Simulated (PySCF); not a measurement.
**Telling isomers of C5H5NO2 apart by NMR**

- PBE0/pcSseg-1 with gauge-including orbitals
- geometry: GFN2-xTB
- program: PySCF 2.14.0 with density-fitted response routines
- equivalent nuclei averaged, one conformer, no solvent model, no relativistic terms

Shifts are taken against calculated references (same method and geometry level): TMS for $^{1}$H (σref 31.72), $^{13}$C (σref 186.93). Where no couplings were computed, multiplicities follow the n + 1 count of equivalent neighbours, and m marks all less simple cases (inequivalent or close neighbours, rings, F or P nearby). Acid and N–H amide carbonyl carbons lie up to 10 ppm further downfield in solution (hydrogen bonding). Shifts are as computed. Against solution values, carbons near 30 ppm lie about +3 ppm off and those near 130 ppm about +5 ppm (rms about the fit 2.1 ppm; single classes can miss by 10 ppm). Of 1328 compounds with measured shifts, 309 miss one by over three times the rms of a fit or turn the order of signals round; such compounds aren't used in these exercises. Signals without a measured value on file couldn't be tested in this way; 1H shifts scatter by 0.2 ppm about their fit, and single ones miss by 0.5 ppm. OH and NH positions are gas-phase values without hydrogen bonding to other molecules.

(1) Tabulate the signals of `C=COC(=O)CC#N`, `C=C(CC#N)C(=O)O`, `COC(=O)/C=C/C#N`, `[O-][n+]1ccc(O)cc1` and their relative energies.

(2) What is the quickest way to tell C=C(CC#N)C(=O)O from [O-][n+]1ccc(O)cc1?

(3) What is the quickest way to tell C=COC(=O)CC#N from COC(=O)/C=C/C#N?

(4) What is the quickest way to tell C=C(CC#N)C(=O)O from COC(=O)/C=C/C#N?

Answers

(1) 
| SMILES | carbon types | δC | δH | E rel. (kcal/mol) |
| --- | --- | --- | --- | --- |
| C=COC(=O)CC#N | 2×C 1×CH 2×CH2 | 165.8, 149.1, 117.6, 105.2, 26.3 | 7.81 (m, 1H), 5.35 (m, 1H), 5.10 (m, 1H), 3.21 (s, 2H) | 13.9 |
| C=C(CC#N)C(=O)O | 3×C 2×CH2 | 170.4, 141.3, 138.8, 122.9, 19.1 | 7.26 (br s, 1H), 6.94 (br s, 1H), 6.29 (br s, 1H), 3.47 (s, 2H) | 0.0 |
| COC(=O)/C=C/C#N | 2×C 2×CH 1×CH3 | 172.4, 148.5, 122.3, 121.8, 54.7 | 6.73 (m, 1H), 6.73 (m, 1H), 4.04 (s, 3H) | 8.5 |
| [O-][n+]1ccc(O)cc1 | 1×C 4×CH | 155.7, 144.6, 118.0 | 8.14 (d, 2H), 6.69 (d, 2H), 4.12 (br s, 1H) | 30.3 |

Energies are electronic energies at PBE0/pcSseg-1 on these geometries, without zero-point or thermal terms, each for the one conformer computed, which needn't be the lowest.

(2) Count the carbon signals: 5 against 3. The first has a β carbon of a C=C–C=O unit (CH2) at 141.3 ppm, the second an aromatic CH next to a ring nitrogen at 144.6 ppm. Their most deshielded carbons lie at 170.4 and 155.7 ppm. In the proton spectra the most deshielded non-exchanging signals are 7.26 (br s, 1H) and 8.14 (d, 2H).

(3) Both give the same number of carbon signals, but DEPT or the intensities differ. The first has a β carbon of an enol-ether or enamine type C=C (CH2) at 105.2 ppm, the second a methyl carbon bonded to O (CH3) at 54.7 ppm. Their most deshielded carbons lie at 165.8 and 172.4 ppm. In the proton spectra the most deshielded non-exchanging signals are 7.81 (m, 1H) and 6.73 (m, 1H).

(4) Both give the same number of carbon signals, but DEPT or the intensities differ. The first has a β carbon of a C=C–C=O unit (CH2) at 141.3 ppm, the second an α carbon of a C=C–C=O unit (CH) at 148.5 ppm. Their most deshielded carbons lie at 170.4 and 172.4 ppm. In the proton spectra the most deshielded non-exchanging signals are 7.26 (br s, 1H) and 6.73 (m, 1H).
